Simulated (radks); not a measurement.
Values are calculated unless marked as measured or tabulated.
Valence configurations of Ru III (all share [Kr]). Level of theory: Dirac Kohn-Sham, PBE, spin-unpolarised, spherical densities, finite nucleus; open shells fill j = l - 1/2 first; Fermi nuclear charge, rms radius 4.4809 fm (a radial shooting solver on a logarithmic mesh with Libxc functionals). Energies are relative to 4d6; eigenvalues in eV.

4d6: E (eV) 0.000; e(4d3/2) -24.290; e(4d5/2) -23.918
4d5.5 5p0.5: E (eV) 5.418; e(4d3/2) -26.488; e(4d5/2) -26.100; e(5p1/2) -14.622
4d5 5s1: E (eV) 5.757; e(4d3/2) -27.691; e(4d5/2) -27.291; e(5s1/2) -20.624
4d4.5 5s1.5: E (eV) 9.327; e(4d3/2) -29.457; e(4d5/2) -29.042; e(5s1/2) -21.425
4d5 5p1: E (eV) 11.487; e(4d3/2) -28.713; e(4d5/2) -28.308; e(5p1/2) -15.507
4d4 5s2: E (eV) 13.380; e(4d3/2) -31.255; e(5s1/2) -22.223
4d4 5s1 5p1: E (eV) 19.480; e(4d3/2) -32.243; e(5p1/2) -16.702; e(5s1/2) -22.835
4d4 5p2: E (eV) 25.645; e(4d3/2) -33.203; e(5p1/2) -17.226
4d3 5s2 5p1: E (eV) 29.946; e(4d3/2) -35.929; e(5p1/2) -17.874; e(5s1/2) -24.383
4d3 5p3: E (eV) 43.597; e(4d3/2) -37.896; e(5p1/2) -18.911; e(5p3/2) -18.398

NIST lists [Kr] 4d6 as the ground configuration; this level of theory agrees among the configurations tried. The energies are those of spherical spin-averaged densities, not of single terms.
